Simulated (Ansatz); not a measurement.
Cost and result for the atomization energy of `F[SiH2]OBS` (9 atoms, 8 bonds).

```json
{"atom": "F1", "x (Å)": "0.7166", "y (Å)": "-0.4503", "z (Å)": "1.7547"}
{"atom": "Si2", "x (Å)": "0.7291", "y (Å)": "-1.1739", "z (Å)": "0.3304"}
{"atom": "O3", "x (Å)": "-0.0600", "y (Å)": "-0.2710", "z (Å)": "-0.7642"}
{"atom": "B4", "x (Å)": "-0.7483", "y (Å)": "0.8655", "z (Å)": "-1.0194"}
{"atom": "S5", "x (Å)": "-1.1194", "y (Å)": "2.1494", "z (Å)": "0.1869"}
{"atom": "H6", "x (Å)": "2.1360", "y (Å)": "-1.3078", "z (Å)": "-0.0927"}
{"atom": "H7", "x (Å)": "0.0261", "y (Å)": "-2.4628", "z (Å)": "0.4755"}
{"atom": "H8", "x (Å)": "-1.1556", "y (Å)": "1.0617", "z (Å)": "-2.1259"}
{"atom": "H9", "x (Å)": "-0.5245", "y (Å)": "1.5892", "z (Å)": "1.2549"}
```

Charge 0, multiplicity 1. All single points use the PBE0-D4/def2-TZVP geometry. It is one conformer, not always the lowest. Program: Ansatz. All runs use 4 threads of an Arm Neoverse V1 on a shared host. Times are those of one run each, without the atoms' runs, and a repeat can differ threefold. Electronic energies, without spin–orbit coupling; frozen cores. CCSD(T)/CBS adds CCSD(T) − MP2 in def2-TZVPP to the MP2 limit, and its time is that of the two runs behind it. T1 = 0.013. B3LYP takes the VWN-RPA correlation (the form of Gaussian; ORCA's B3LYP/G).

CCSD(T)/CBS is a level of theory with its own doubt, some kJ/mol a heavy atom from the limit and from the frozen cores, so smaller differences don't rank the functionals.

| level | functions | wall time | atomization (kcal/mol) | difference from CCSD(T)/CBS | per bond |
| --- | --- | --- | --- | --- | --- |
| PBE-D4/def2-TZVPP (with forces) | 233 | 2.2 s | 822.6 | 5.6 | 0.7 |
| PBE0-D4/def2-TZVPP | 233 | 2.8 s | 808.8 | -8.2 | -1.0 |
| B3LYP-D4/def2-TZVPP (with forces) | 233 | 3.9 s | 813.6 | -3.4 | -0.4 |
| r2SCAN-D4/def2-TZVPP (with forces) | 233 | 4.5 s | 820.0 | 3.0 | 0.4 |
| B2PLYP/def2-TZVPP | 233 | 4.8 s | 807.6 | -9.4 | -1.2 |
| ωB97X-V/def2-TZVPP | 233 | 7 s | 819.1 | 2.1 | 0.3 |
| ωB97M-V/def2-TZVPP (with forces) | 233 | 11 s | 819.9 | 2.9 | 0.4 |
| MP2/def2-QZVPP | 431 | 22 s | 828.5 | 11.5 | 1.4 |
| CCSD(T)/def2-TZVPP | 233 | 110 s | 794.0 | -23.0 | -2.9 |
| CCSD(T)/CBS(def2) | – | 2.1 min | 817.0 | 0.0 | 0.0 |

From PBE to PBE0 (25 % exact exchange), in def2-TZVPP and without D4, the atomization energy moves by −13.1 kcal/mol: exact exchange takes away binding that semilocal exchange gives to molecules. The D4 term adds +7.8 kcal/mol with B3LYP and +4.1 kcal/mol with PBE0; it sums over pairs of atoms, weighted by their polarisabilities, and B3LYP, whose exchange is more repulsive, gets the larger term. In def2-TZVPP, CCSD(T) changes the Hartree–Fock value by +180.2 kcal/mol (the triples alone add +11.5 kcal/mol) and MP2 by +200.8 kcal/mol; breaking electron pairs costs correlation energy, which Hartree–Fock lacks.
